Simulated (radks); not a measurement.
Values are calculated unless marked as measured or tabulated.
Task: Radial electron density D(r) = 4 pi r^2 rho(r) of an atom or ion with 16 electrons. Code: a radial shooting solver on a logarithmic mesh with Libxc functionals. Model: Dirac Kohn-Sham, PBE, spin-unpolarised, spherical densities, finite nucleus; Fermi nuclear charge, rms radius of each element as measured or else 0.836 A^(1/3) + 0.57 fm.

r (bohr)  D(r) (e/bohr)
0.002183         0.4877
0.002753         0.7506
0.003444          1.131
0.004343          1.714
0.005434          2.535
0.006853          3.753
0.008642          5.461
0.01081           7.687
0.01363           10.67
0.01706           14.19
0.02151           18.29
0.02713           22.40
0.03394           25.66
0.0428            27.42
0.05355           27.00
0.06753           24.62
0.08517           21.75
0.1066            20.70
0.1344            22.86
0.1681            27.02
0.212             29.63
0.2674            26.71
0.3345            19.00
0.4218            10.95
0.5278            7.657
0.6656            8.298
0.8394            8.390
1.05              5.800
1.324             2.437
1.657            0.6221
2.089           0.07886
2.635          0.004397

What is the nuclear charge?

Result: Z = 23. The innermost maximum, from 1s, lies near gamma/Z bohr with gamma = sqrt(1 - (Z/c)^2) = 0.986, here 0.0429 bohr (found: 0.0460), and its height grows with Z. The density is that of the vanadium ion V7+ in [Ne] 3s2 3p4; the configuration itself is not fixed sharply by these data, and Z only to about a unit. D(r) has 3 maxima, at r = 0.0460, 0.214, 0.756 bohr, and minima at 0.103, 0.554 bohr, inside which lie 2.13, 10.43 electrons.
